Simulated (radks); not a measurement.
Problem. The mean radii <r> (bohr) of the occupied orbitals of an atom or ion are listed with their occupations. Method: non-relativistic Kohn-Sham, exchange-only PBE, spin-polarised, spherical densities, point nucleus; computed with a radial shooting solver on a logarithmic mesh with Libxc functionals.

orbital  occ.      <r>
1s up       1  0.02075
1s down     1  0.02075
2s up       1  0.08774
2s down     1  0.08773
2p up       3  0.07424
2p down     3  0.07423
3s up       1   0.2213
3s down     1   0.2211
3p up       3   0.2112
3p down     3   0.2110
3d up       5   0.1852
3d down     5   0.1851
4s up       1   0.4511
4s down     1   0.4520
4p up       3   0.4497
4p down     3   0.4507
4d up       5   0.4418

Name the element and its charge. Open shells, if any, are filled with parallel spins first.

Solution. Z = 73, tantalum, charge +32: Ta32+ in [Kr] 4d5. The 1s radius gives Z: for a bare nucleus <r> = 1.5/Z, 0.02055 bohr for Z = 73, and screening makes it slightly larger (0.02075 here). The occupations add up to 41, and the charge is Z minus that.
